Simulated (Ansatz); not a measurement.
Total energies of `CN(C)c1ccc(-c2ccc(-c3ccc(-c4ccc(-c5ccc(-c6ccc(C#N)s6)s5)s4)s3)s2)s1` from Ansatz at PBE-D4/def2-SVP, gas phase (1 Eh = 27.2114 eV = 2625.5 kJ/mol). The reference geometry is relaxed at PBE-D4/def2-SVP.

| state | geometry | energy (Eh) |
| --- | --- | --- |
| charge 0 singlet | reference | -3534.42669 |
| charge 1 doublet | reference | -3534.22068 |
| charge -1 doublet | reference | -3534.49019 |
| free C atom (triplet) | – | -37.75124 |
| free N atom (quartet) | – | -54.46658 |
| free S atom (triplet) | – | -397.80063 |
| free H atom (doublet) | – | -0.49863 |

Single mean-field runs in def2-SVP are fitted with def2-universal-jkfit.

Q: Work out the vertical ionisation energy to the doublet.

A: E(charge 1 doublet) − E(charge 0 singlet) = -3534.22068 − (-3534.42669) = 0.20601 Eh = 5.61 eV. For comparison, −ε of the highest occupied level is 4.21 eV at this level, 1.40 eV less.

Q: Work out the vertical electron affinity, to the doublet.

A: E(charge 0 singlet) − E(charge -1 doublet) = -3534.42669 − (-3534.49019) = 0.06350 Eh = 1.73 eV. The basis lacks diffuse functions, which makes affinities too small.

Q: Give the fundamental gap IE − EA, the Mulliken electronegativity (IE + EA)/2 and the hardness (IE − EA)/2.

A: From the values in Eh: IE − EA = 0.20601 − 0.06350 = 0.14251 Eh = 3.88 eV; (IE + EA)/2 = 3.67 eV; (IE − EA)/2 = 1.94 eV. The HOMO–LUMO gap of the same run is 1.18 eV, 2.70 eV smaller than the fundamental gap.

Q: What is the binding energy per atom against free atoms?

A: Atoms: 27 × (-37.75124) + 2 × (-54.46658) + 6 × (-397.80063) + 18 × (-0.49863) = -3523.99576 Eh. Binding: -3523.99576 − (-3534.42669) = 10.43093 Eh = 283.84 eV, or 5.36 eV for each of 53 atoms (no zero-point energy, no counterpoise term).
